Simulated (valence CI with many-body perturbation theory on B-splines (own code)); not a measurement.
## E1 transitions of Ir XLVII

Method: configuration interaction combined with many-body perturbation theory (CI+MBPT): three valence electrons over a frozen Dirac-Fock core [Ar] 3d10, a basis of 11 s, 11 p, 10 d, 8 f, 5 g, 2 h functions for each j, with the one-electron correlation potential Σ1, the two-electron term Σ2, the three-electron term Σ3, Breit, model QED; selected CI, second order for the rest, scaled by the run's own slope (own B-spline code, finite nucleus).

The last digits are not significant, and no measured levels were compared; by estimate large intervals hold to a few tenths of a per cent, small ones and those within an open d or f shell to about a per cent.

Lines 51 to 100 of 558 in falling wavelength, among levels below 7430.6 × 10³ cm⁻¹, chosen from the strongest by gf and those to the six lowest levels. Wavelengths and rates use the calculated energies. Electric multipoles are in the length gauge, E1 and E2 with the static RPA response of the core. Weak lines are less certain than strong ones. Lines between different terms over intervals too small for the method are left out, as are lines whose strength nearly cancels. Where a level lies close to another of its J and parity, the split of strength between their lines is uncertain. The highest levels of a list are the least certain.

Levels are named by their leading jj configuration (3d3/2^4 stands for four electrons in 3d with j = 3/2), which in mixed levels can hold well under half, so a name can repeat and another be missing. Letters in brackets count levels of one name in rising energy.

| λ vac (Å) | Upper | Lower | A (s⁻¹) | log gf | Branch % |
| --- | --- | --- | --- | --- | --- |
| 98.28 | (4p1/2^2 4p3/2) J=3/2 | (4s 4p1/2 4p3/2) J=3/2 [a] | 1.84e+10 | -0.97 | 4.1 |
| 87.25 | (4s 4p1/2 4d3/2) J=3/2 [a] | (4s 4p1/2 4p3/2) J=3/2 [b] | 1.82e+10 | -1.08 | 26.8 |
| 82.75 | (4s 4p1/2 4d3/2) J=5/2 | (4s 4p1/2 4p3/2) J=3/2 [b] | 1.50e+09 | -2.03 | 3.6 |
| 80.15 | (4s 4p1/2 4d3/2) J=3/2 [a] | (4s 4p1/2 4p3/2) J=5/2 | 6.58e+09 | -1.60 | 9.7 |
| 77.00 | (4p1/2 4d3/2 4d5/2) J=9/2 | (4p1/2 4p3/2 4d5/2) J=9/2 | 4.88e+10 | -0.36 | 21.0 |
| 76.34 | (4s 4p1/2 4d3/2) J=5/2 | (4s 4p1/2 4p3/2) J=5/2 | 2.56e+10 | -0.87 | 61.7 |
| 75.76 | (4s 4p1/2 4d3/2) J=3/2 [a] | (4s 4p1/2 4p3/2) J=3/2 [a] | 6.69e+09 | -1.64 | 9.9 |
| 75.76 | (4s 4p1/2 4d3/2) J=1/2 | (4s 4p1/2 4p3/2) J=3/2 [b] | 3.24e+09 | -2.25 | 0.2 |
| 75.11 | (4s 4p1/2 4d3/2) J=3/2 [b] | (4s 4p1/2 4p3/2) J=3/2 [b] | 1.22e+10 | -1.38 | 0.7 |
| 72.34 | (4s 4p1/2 4d3/2) J=5/2 | (4s 4p1/2 4p3/2) J=3/2 [a] | 1.96e+09 | -2.04 | 4.7 |
| 72.20 | (4s^2 4d3/2) J=3/2 | (4s^2 4p3/2) J=3/2 | 7.25e+09 | -1.64 | 0.5 |
| 71.39 | (4s 4d5/2 4f7/2) J=11/2 | (4s 4d5/2^2) J=9/2 [b] | 3.53e+10 | -0.49 | 7.9 |
| 70.32 | (4s 4p1/2 4d5/2) J=5/2 [a] | (4s 4p1/2 4p3/2) J=3/2 [b] | 3.71e+09 | -1.78 | 1.0 |
| 69.79 | (4s 4p1/2 4d3/2) J=3/2 [b] | (4s 4p1/2 4p3/2) J=5/2 | 1.62e+09 | -2.32 | 0.1 |
| 69.07 | (4s 4d5/2 4f7/2) J=11/2 | (4s 4p3/2 4f7/2) J=9/2 [b] | 1.68e+11 | 0.16 | 37.8 |
| 68.25 | (4s 4d5/2 4f7/2) J=7/2 | (4s 4d5/2^2) J=5/2 | 6.33e+10 | -0.45 | 9.0 |
| 67.95 | (4s 4p1/2 4f7/2) J=5/2 | (4s 4p1/2 4d5/2) J=3/2 | 1.48e+11 | -0.21 | 36.5 |
| 67.90 | (4s 4p1/2 4f7/2) J=7/2 [b] | (4s 4p1/2 4d5/2) J=5/2 [b] | 1.11e+11 | -0.21 | 39.0 |
| 67.82 | (4s 4d5/2 4f7/2) J=7/2 | (4s 4p3/2 4f7/2) J=7/2 [b] | 6.57e+10 | -0.44 | 9.3 |
| 67.76 | (4s 4d5/2 4f5/2) J=7/2 [b] | (4s 4p3/2 4f5/2) J=5/2 [b] | 7.10e+10 | -0.41 | 7.2 |
| 67.58 | (4s 4p3/2 4f7/2) J=7/2 [a] | (4s 4p3/2 4d5/2) J=5/2 [a] | 5.61e+10 | -0.51 | 16.3 |
| 67.48 | (4s 4p3/2 4f7/2) J=5/2 [a] | (4s 4p3/2 4d5/2) J=3/2 [a] | 7.75e+10 | -0.50 | 15.7 |
| 67.42 | (4s 4p3/2 4f7/2) J=9/2 [b] | (4s 4p3/2 4d5/2) J=7/2 [b] | 6.88e+10 | -0.33 | 7.8 |
| 67.12 | (4p1/2 4p3/2 4d5/2) J=3/2 [a] | (4p1/2 4p3/2^2) J=3/2 | 1.02e+11 | -0.56 | 11.8 |
| 67.10 | (4s^2 4f7/2) J=7/2 | (4s^2 4d5/2) J=5/2 | 1.02e+11 | -0.26 | 30.2 |
| 66.94 | (4s 4p1/2 4d3/2) J=1/2 | (4s 4p1/2 4p3/2) J=3/2 [a] | 9.70e+09 | -1.88 | 0.6 |
| 66.93 | (4s 4d3/2 4f7/2) J=7/2 [a] | (4s 4d3/2 4d5/2) J=5/2 [a] | 1.11e+11 | -0.22 | 8.6 |
| 66.85 | (4s 4d5/2 4f5/2) J=9/2 [b] | (4s 4p3/2 4f7/2) J=9/2 [b] | 4.15e+10 | -0.56 | 4.1 |
| 66.71 | (4p1/2 4p3/2 4d5/2) J=5/2 [a] | (4p1/2 4p3/2^2) J=5/2 | 1.20e+11 | -0.32 | 15.6 |
| 66.71 | (4p1/2 4p3/2 4f7/2) J=9/2 [a] | (4p1/2 4p3/2 4d5/2) J=9/2 | 4.33e+10 | -0.54 | 7.1 |
| 66.62 | (4s 4p1/2 4f7/2) J=7/2 [a] | (4s 4p1/2 4d5/2) J=5/2 [a] | 1.62e+11 | -0.06 | 84.5 |
| 66.49 | (4s 4d5/2 4f7/2) J=5/2 | (4s 4d5/2^2) J=5/2 | 1.84e+11 | -0.14 | 23.3 |
| 66.45 | (4s 4d3/2 4f7/2) J=5/2 [a] | (4s 4d3/2 4d5/2) J=3/2 [a] | 1.22e+11 | -0.31 | 8.9 |
| 66.44 | (4s 4p1/2 4d3/2) J=3/2 [b] | (4s 4p1/2 4p3/2) J=3/2 [a] | 2.23e+10 | -1.23 | 1.3 |
| 66.42 | (4s 4p1/2 4d5/2) J=3/2 | (4s 4p1/2 4p3/2) J=1/2 | 1.50e+11 | -0.40 | 29.4 |
| 66.32 | (4s 4d3/2 4f7/2) J=5/2 [b] | (4s 4d3/2 4d5/2) J=3/2 [b] | 9.88e+10 | -0.41 | 6.3 |
| 66.28 | (4p1/2^2 4f7/2) J=7/2 | (4p1/2^2 4d5/2) J=5/2 | 1.76e+11 | -0.03 | 55.4 |
| 66.23 | (4p1/2 4p3/2 4f7/2) J=7/2 [a] | (4p1/2 4p3/2 4d5/2) J=7/2 [a] | 1.09e+11 | -0.24 | 18.6 |
| 66.23 | (4p1/2 4p3/2 4f7/2) J=7/2 [b] | (4p1/2 4p3/2 4d5/2) J=5/2 [a] | 9.73e+10 | -0.29 | 11.6 |
| 66.15 | (4s 4p1/2 4f7/2) J=9/2 | (4s 4p1/2 4d5/2) J=7/2 | 1.48e+11 | -0.01 | 86.2 |
| 66.10 | (4s 4p3/2 4f7/2) J=5/2 [b] | (4s 4p3/2 4d5/2) J=3/2 [b] | 2.30e+11 | -0.04 | 21.6 |
| 66.10 | (4s 4d3/2 4f7/2) J=11/2 | (4s 4d3/2 4d5/2) J=9/2 | 1.32e+11 | 0.01 | 13.3 |
| 66.09 | (4s 4d3/2 4f7/2) J=9/2 [b] | (4s 4d3/2 4d5/2) J=7/2 [b] | 1.10e+11 | -0.14 | 9.9 |
| 66.08 | (4s 4d5/2^2) J=3/2 | (4s 4p3/2 4d5/2) J=3/2 [b] | 1.42e+11 | -0.43 | 13.7 |
| 66.05 | (4s 4p3/2 4f7/2) J=7/2 [c] | (4s 4p3/2 4d5/2) J=5/2 [b] | 4.31e+11 | 0.35 | 33.6 |
| 66.00 | (4p1/2 4d3/2 4d5/2) J=5/2 [b] | (4p1/2 4p3/2 4d3/2) J=3/2 [b] | 7.15e+10 | -0.55 | 4.5 |
| 66.00 | (4p1/2 4d3/2 4d5/2) J=7/2 [a] | (4p1/2 4p3/2 4d3/2) J=5/2 [a] | 8.14e+10 | -0.37 | 27.0 |
| 65.98 | (4s 4d5/2^2) J=1/2 | (4s 4p3/2 4d5/2) J=3/2 [b] | 2.32e+11 | -0.52 | 24.6 |
| 65.94 | (4s 4p1/2 4d5/2) J=5/2 [b] | (4s 4p1/2 4p3/2) J=3/2 [b] | 1.63e+11 | -0.19 | 50.9 |
| 65.91 | (4s 4d5/2 4f5/2) J=11/2 | (4s 4d5/2^2) J=9/2 [a] | 2.81e+11 | 0.34 | 44.8 |
